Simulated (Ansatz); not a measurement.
Name a neutral molecule of B, C, F, O and H with HOMO energy (B3LYP/def2-TZVPP) between -8.25 and -7.95 eV and size of the dipole moment (B3LYP/def2-TZVPP) between 1.95 and 2.25 D (Ansatz, PBE0-D4/def2-TZVP geometry).

`FB1COB1F` (-8.03 eV, 1.95 D); `FB(F)C1CO1` (-8.05 eV, 2.06 D). Other molecules can fit too; these were computed, each in one conformer that needn't be the lowest.

B3LYP here is the variant with VWN-RPA as its local correlation; programs differ in this.
